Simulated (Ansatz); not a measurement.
The cluster AlGa₅⁻. Charge -1, multiplicity 2. Geometry PBE-D4/def2-SVPD; atoms count from 1.

```csv
atom,x (Å),y (Å),z (Å)
Al1,-0.392,-1.672,-1.065
Ga2,0.700,0.468,-1.848
Ga3,-1.776,-0.329,0.720
Ga4,1.609,0.958,0.774
Ga5,-0.727,1.803,-0.078
Ga6,0.586,-1.229,1.496
```

The structure comes from a short search, and lower isomers may exist.

**Question.** Estimate the Mulliken populations from the PBE0/def2-SVP orbitals of Ansatz.

**Answer.** 
| atom | charge (e) | spin (α − β) |
| --- | --- | --- |
| Al1 | -0.16 | 0.21 |
| Ga2 | -0.16 | 0.22 |
| Ga3 | -0.20 | 0.06 |
| Ga4 | -0.15 | 0.23 |
| Ga5 | -0.17 | 0.04 |
| Ga6 | -0.17 | 0.25 |
Mulliken values and Mayer orders depend strongly on the basis.

**Question.** Where does the spin sit?

**Answer.** Summed by element: Al 0.21, Ga 0.79, of 1 unpaired in all. Largest on single atoms: Ga6 0.25, Ga4 0.23, Ga2 0.22.

**Question.** And the Mayer bond orders between bonded heavy atoms (over 0.3)?

**Answer.** Al1–Ga2 0.84 (2.53 Å); Al1–Ga3 0.59 (2.63 Å); Al1–Ga6 0.49 (2.78 Å); Ga2–Ga4 0.47 (2.82 Å); Ga2–Ga5 0.60 (2.64 Å); Ga3–Ga5 0.85 (2.51 Å); Ga3–Ga6 0.56 (2.64 Å); Ga4–Ga5 0.59 (2.63 Å); Ga4–Ga6 0.86 (2.52 Å). Values over 0.3 also appear between atoms too far apart for a bond (Al1–Ga4 0.30 at 3.78 Å; Al1–Ga5 0.36 at 3.63 Å; Ga2–Ga3 0.37 at 3.66 Å; Ga2–Ga6 0.31 at 3.75 Å; Ga3–Ga4 0.35 at 3.62 Å; Ga5–Ga6 0.35 at 3.66 Å); they arise where an orbital or an unpaired electron spreads over both atoms.
